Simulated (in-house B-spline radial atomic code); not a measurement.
**BLYP excitations of Ba8+**

Method: BLYP. Computed with a B-spline radial code for spherical atoms: linear response of the closed shell [Kr] 4d10 5s2 with the functional's adiabatic kernel; scalar-relativistic (spin-free one-electron X2C), finite nucleus, no spin-orbit coupling, no double excitations, S, P, D and F terms only; shells from n = 3 respond. Only terms of natural parity with L up to 3 were computed.

Spin-orbit coupling is strong here, so these LS terms don't match observed levels.

Command:
```bash
python run_td.py task.json out
```
Settings (radii: box in bohr, nucleus in fm):
```
Z                        56
electrons                48
configuration            [Kr] 4d10 5s2
hamiltonian              x2c
method                   b88,lyp
box_radius               11.59
rms_radius               4.8378
intervals                69
```

Cost of the run: 1.3 s on 1 thread of Intel(R) Xeon(R) Platinum 8375C CPU @ 2.90GHz (Ice Lake), on a shared host.

The lowest states, in the order of their Tamm-Dancoff energies; the method's threshold (minus the highest occupied level) is 124.62 eV. Labels give the largest channel, * marks a mixed state, and oscillator strengths are full-response dipole values. Semilocal kernels can invert the small singlet-triplet splittings of Rydberg terms. Energies in eV:

| state | full response | Tamm-Dancoff | oscillator strength |
| --- | --- | --- | --- |
| 5s → 5p 3P | 16.986 | 17.081 | - |
| 5s → 5p 1P | 22.206 | 22.962 | 1.55 |
| 5s → 4f 3F | 28.311 | 28.355 | - |
| 5s → 4f 1F | ? | ? | - |
| 5s → 5d 3D | 43.83 | 43.87 | - |
| 5s → 5d 1D | 46.21 | 46.26 | - |
| 5s → 6s 3S | 59.13 | 59.13 | - |
| 5s → 6s 1S | 60.59 | 60.64 | - |
| 5s → 6p 3P | 66.91 | 66.91 | - |
| 5s → 6p 1P | 67.59 | 67.62 | 0.167 |
| 5s → 5f 3F | ? | ? | - |
| 5s → 5f 1F | 71.87 | 71.88 | - |
| 5s → 6d 3D | 78.63 | 78.63 | - |
| 5s → 6d 1D | 79.14 | 79.15 | - |
| 5s → 7s 3S | 85.05 | 85.05 | - |
| 4d → 5p 3P | 85.20 | 85.21 | - |

Problem. Where does 5s → 5f 3F lie?

Solution. At 71.13 eV in full response, 71.14 eV in Tamm-Dancoff.

Problem. Where does 5s → 4f 1F lie?

Solution. At 29.485 eV in full response, 29.488 eV in Tamm-Dancoff.

Problem. How large is the singlet-triplet splitting of 5s → 5p (P terms) in Tamm-Dancoff?

Solution. 5.88 eV, from the unrounded values.

Problem. What polarisabilities and dispersion coefficient does the method give?

Solution. Dipole 3 bohr³, quadrupole 3.743 bohr⁵, C6 8.054 hartree·bohr⁶ for two such species.
